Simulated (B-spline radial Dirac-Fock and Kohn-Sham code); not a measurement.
## EELS cross sections of the Te N2 (4p1/2) edge

System: neutral tellurium in the configuration [Kr] 4d10 5s2 5p4. The computed values come from a radial atomic solver: the first Born approximation with generalised oscillator strengths from a Dirac-Hartree-Slater potential (longitudinal and transverse terms; continuum final states only, so no white lines or fine structure). The edge is taken at 103.3 eV (tabulated value).

Edge shape dσ/dE in barn per eV:

| E − edge (eV) | 80 kV, 100 mrad | 100 kV, 10 mrad | 200 kV, 100 mrad |
| --- | --- | --- | --- |
| 1 | 146 | 66.9 | 81.2 |
| 3 | 152 | 66.3 | 84.4 |
| 6 | 159 | 64.7 | 87.6 |
| 10 | 197 | 67.8 | 107 |
| 15 | 332 | 84.2 | 177 |
| 20 | 379 | 83.9 | 202 |
| 30 | 267 | 56.3 | 143 |
| 40 | 182 | 39.2 | 97.8 |
| 50 | 131 | 30.0 | 71.2 |
| 65 | 92.5 | 23.1 | 50.6 |
| 80 | 73.0 | 19.4 | 40.2 |
| 100 | 58.9 | 16.3 | 32.6 |
| 125 | 49.0 | 13.6 | 27.3 |
| 150 | 42.6 | 11.5 | 23.8 |
| 200 | 33.3 | 8.34 | 18.6 |
| 250 | 26.4 | 6.09 | 14.8 |
| 300 | 21.0 | 4.51 | 11.8 |

For the first setting the maximum lies 20 eV above the edge. The intensity 300 eV above the edge is 5.5 % of the maximum.
